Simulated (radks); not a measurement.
Q: Species: Rb11+. Configuration: [Ar] 3d8. All-electron calculation, Dirac Kohn-Sham, LB94 model potential, spin-unpolarised, spherical densities, finite nucleus; open shells fill j = l - 1/2 first; Fermi nuclear charge, rms radius 4.2036 fm. Program: a radial shooting solver on a logarithmic mesh with Libxc functionals. Some entries of the table are withheld. Estimate them.

orbital,occ.,eigenvalue (hartree),<1/r> (bohr^-1),<r> (bohr)
1s1/2,2,-565.7965,37.92,0.04022
2s1/2,2,-84.46390,8.523,0.1769
2p1/2,2,-77.69703,(1),0.1515
2p3/2,4,-75.42533,(2),0.1555
3s1/2,2,-20.21410,2.886,0.4991
3p1/2,2,(3),2.798,0.4953
3p3/2,4,(4),2.723,0.5047
3d3/2,4,-13.15805,(5),0.4835
3d5/2,4,-13.09113,(6),0.4865
4s1/2,0,-8.31828,1.258,1.112
4p1/2,0,-7.49965,(7),1.155
4p3/2,0,-7.40958,(8),1.169

A: 
(1) 2p1/2 <1/r> (bohr^-1): 8.513
(2) 2p3/2 <1/r> (bohr^-1): 8.198
(3) 3p1/2 eigenvalue (hartree): -17.77180
(4) 3p3/2 eigenvalue (hartree): -17.40916
(5) 3d3/2 <1/r> (bohr^-1): 2.552
(6) 3d5/2 <1/r> (bohr^-1): 2.533
(7) 4p1/2 <1/r> (bohr^-1): 1.201
(8) 4p3/2 <1/r> (bohr^-1): 1.182
